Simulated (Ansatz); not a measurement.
Relaxation of CH4BSb (7 atoms, charge 0, multiplicity 1), to a largest force component of 0.015 eV/Å in at most 40 steps.

All numbers below come from Ansatz 0.2.0, RKS B3LYP/def2-SVP.

```xyz
7
Properties=species:S:1:pos:R:3:forces:R:3
B -1.190 0.179 -0.810 0.61 -0.87 0.31
C -0.380 -0.806 -0.305 -0.13 0.32 -0.11
Sb 0.980 -0.222 1.273 0.19 0.56 0.29
H -1.833 1.064 -1.154 -0.59 0.85 -0.37
H -0.280 -1.859 -0.494 -0.11 -0.57 -0.23
H 1.658 -1.776 1.446 0.13 -0.29 -0.13
H -0.113 -0.614 2.536 -0.10 0.00 0.23
```

Where does it end, and by what steps?

The run converged. After 10 steps the energy has fallen by 0.133 eV; H6 moved furthest, 0.67 Å.

```tsv
step	energy less start (eV)	largest force component (eV/Å)	accepted
0	0.0000	0.865	yes
1	-0.0345	0.322	yes
2	-0.0617	0.107	yes
3	-0.0883	0.479	yes
4	-0.1184	0.174	yes
5	-0.1193	0.580	yes
6	-0.1270	0.143	yes
7	-0.1307	0.105	yes
8	-0.1331	0.033	yes
9	-0.1332	0.037	yes
10	-0.1335	0.009	yes
```

```xyz
7
Properties=species:S:1:pos:R:3
B -1.065 0.164 -0.872
C -0.621 -0.930 -0.179
Sb 0.693 -0.096 1.383
H -1.380 1.180 -1.394
H -0.726 -2.012 -0.183
H 1.936 -1.264 1.107
H 0.007 -1.078 2.630
```

The run took 60 s on 1 thread of Arm Neoverse N1 (shared host), peak memory 0.16 GiB.
